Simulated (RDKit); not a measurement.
A run for RDKit: UFF on AsFH4 (a complex), monomers drawn apart or pushed together.

```python
from rdkit import Chem
from rdkit.Chem import AllChem, rdDetermineBonds

blocks = [
'''2

F     0.39188062   -0.76984146   -0.41880109
H     0.33146659   -0.43536347    0.45414705
''',
'''4

As    0.05659747    1.10722970    4.46994277
H     1.23330483    1.76602565    5.16636908
H    -0.29393502    0.22627223    5.65514274
H    -0.92397210    2.20104518    4.85165690
''',
]
mol = None
for b in blocks:
    f = Chem.MolFromXYZBlock(b)
    rdDetermineBonds.DetermineBonds(f, charge=0)
    mol = f if mol is None else Chem.CombineMols(mol, f)
Chem.SanitizeMol(mol)
print(Chem.MolToSmiles(Chem.RemoveHs(mol)))
ff = AllChem.UFFGetMoleculeForceField(mol, vdwThresh=100.0, ignoreInterfragInteractions=False)
e = ff.CalcEnergy()
print(f'UFF energy {e:.6f} kcal/mol')
```

Program output:

```
F.[AsH3]
UFF energy 2.198060 kcal/mol
```

The run finished.

Cost: very roughly 0.010 core-seconds.
